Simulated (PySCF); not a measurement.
Isomers of C4H10O3SSi2, mass 193.989 u with the commonest isotopes. Theory: PBE0/pcSseg-1 in PySCF (dipole) on a GFN2-xTB geometry, gas phase. One conformer each, none proved a minimum here; rigid rotors.

Question: Order these by radius of gyration √(Σ m r²/M), largest first.
A. `[O:1]=[S:2](=[O:3])([OH:4])[C:5]1=[C:6]([CH2:7][SiH3:8])[CH2:9][SiH2:10]1` with O1–S2–O4–H -124°, O1–S2–C5–C6 -40°, C5–C6–C7–Si8 72°
B. `[CH3:1][C:2](=[O:3])[C@@H:4]1[CH2:5][Si@H:6]1[S:7][SiH:8]([OH:9])[OH:10]` with C1–C2–C4–C5 -4°, C5–Si6–S7–Si8 88°, Si6–S7–Si8–O9 -94°, S7–Si8–O9–H -50°, S7–Si8–O10–H -74°
C. `[CH3:1][S:2](=[O:3])(=[O:4])[C@:5]1([SiH3:6])[CH:7]=[CH:8][O:9][SiH2:10]1` with C1–S2–C5–Si6 161°

Answer: B (2.341 Å), A (2.243 Å), C (2.107 Å).

Question: Order these by rotational constant B, largest first.
A. `[O:1]=[S:2](=[O:3])([OH:4])[C:5]1=[C:6]([CH2:7][SiH3:8])[CH2:9][SiH2:10]1` with O1–S2–O4–H -124°, O1–S2–C5–C6 -40°, C5–C6–C7–Si8 72°
B. `[CH3:1][C:2](=[O:3])[C@@H:4]1[CH2:5][Si@H:6]1[S:7][SiH:8]([OH:9])[OH:10]` with C1–C2–C4–C5 -4°, C5–Si6–S7–Si8 88°, Si6–S7–Si8–O9 -94°, S7–Si8–O9–H -50°, S7–Si8–O10–H -74°
C. `[CH3:1][S:2](=[O:3])(=[O:4])[C@:5]1([SiH3:6])[CH:7]=[CH:8][O:9][SiH2:10]1` with C1–S2–C5–Si6 161°

Answer: A (912.7 MHz), C (849.8 MHz), B (678.4 MHz).

Question: Order these by rotational constant C, largest first.
A. `[CH3:1][C:2](=[O:3])[C@@H:4]1[CH2:5][Si@H:6]1[S:7][SiH:8]([OH:9])[OH:10]` with C1–C2–C4–C5 -4°, C5–Si6–S7–Si8 88°, Si6–S7–Si8–O9 -94°, S7–Si8–O9–H -50°, S7–Si8–O10–H -74°
B. `[CH3:1][S:2](=[O:3])(=[O:4])[C@:5]1([SiH3:6])[CH:7]=[CH:8][O:9][SiH2:10]1` with C1–S2–C5–Si6 161°
C. `[O:1]=[S:2](=[O:3])([OH:4])[C:5]1=[C:6]([CH2:7][SiH3:8])[CH2:9][SiH2:10]1` with O1–S2–O4–H -124°, O1–S2–C5–C6 -40°, C5–C6–C7–Si8 72°

Answer: B (712.9 MHz), C (573.7 MHz), A (521.0 MHz).

| SMILES | point group | Ia (u·Å²) | Ib (u·Å²) | Ic (u·Å²) | κ | μa (D) | μb (D) | μc (D) |
| --- | --- | --- | --- | --- | --- | --- | --- | --- |
| CC(=O)[C@@H]1C[Si@H]1S[SiH](O)O | C1 | 411.50 | 744.98 | 970.03 | -0.55 | 1.38 | 2.88 | 1.80 |
| O=S(=O)(O)C1=C(C[SiH3])C[SiH2]1 | C1 | 516.90 | 553.70 | 880.85 | 0.68 | 3.21 | 0.42 | 2.33 |
| CS(=O)(=O)[C@]1([SiH3])C=CO[SiH2]1 | C1 | 418.71 | 594.68 | 708.94 | -0.45 | 3.18 | 0.94 | 1.47 |
